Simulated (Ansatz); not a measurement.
# Ligand exchange: C2H3ClF2 + InF3 → CClF3 + In(CH3)F2

Gas-phase species: C2H3ClF2 (1-chloro-1,1-difluoroethane) `CC(F)(F)Cl`, singlet; InF3 `[F][In]([F])[F]`, singlet; CClF3 `FC(F)(F)Cl`, singlet; In(CH3)F2, singlet. The partners trade CH3 for F: C–CH3 and In–F bonds give way to C–F and In–CH3.

Shapes, held fixed at every level: PBE0-D4/def2-TZVP. Programs: Ansatz 0.2.0. Electronic energies: no zero-point or thermal term.

(1) Estimate ΔE of this reaction.

## Answers

(1) The highest level, CCSD(T)/def2-TZVPP, gives ΔE = +50.3 kJ/mol; the levels span +45.6 to +54.0. The column of differences is taken from that level and isn't an error. No measured value is set beside it here. For atoms past krypton def2 sets carry core potentials with scalar relativity. Outer-core shells of In are correlated, in sets that cover them unevenly.

```
                level                    kind  ΔE (kJ/mol)  less CCSD(T)/def2-TZVPP
          HF/def2-SVP            Hartree–Fock        +48.2                     -2.1
  B3LYP-D4/def2-TZVPP           global hybrid        +51.5                     +1.2
  BHLYP-D4/def2-TZVPP           global hybrid        +52.1                     +1.8
r2SCAN0-D4/def2-TZVPP           global hybrid        +45.6                     -4.7
   wB97M-V/def2-TZVPP  range-separated hybrid        +49.1                     -1.2
    B2PLYP/def2-TZVPP           double hybrid        +54.0                     +3.7
      CCSD/def2-TZVPP   coupled cluster or CI        +49.9                     -0.4
   CCSD(T)/def2-TZVPP   coupled cluster or CI        +50.3                      0.0
```
